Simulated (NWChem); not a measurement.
System: CdTe; SMILES [Cd]=[Te]

All runs: NWChem. Coordinates come from a PBE0-D3(BJ)/def2-TZVP optimisation. def2 effective core potentials on Cd, Te; no spin-orbit coupling. Level M06-2X/def2-SVP: energy and gradient on several grids; changes count from the extra-fine grid, which is no exact limit either.

**Question.** Which is the coarsest grid (medium; fine; coarse; xcoarse; xfine) from which on the energy stays within 500 μHa and each gradient component within 500 μHa/bohr of xfine?

**Answer.** xcoarse.
```tsv
grid	size of the energy change (μHa)	largest change of a gradient component (μHa/bohr)
xcoarse	30	60
coarse	< 10	40
medium	< 10	< 30
fine	< 10	< 30
xfine	< 10	< 30
```
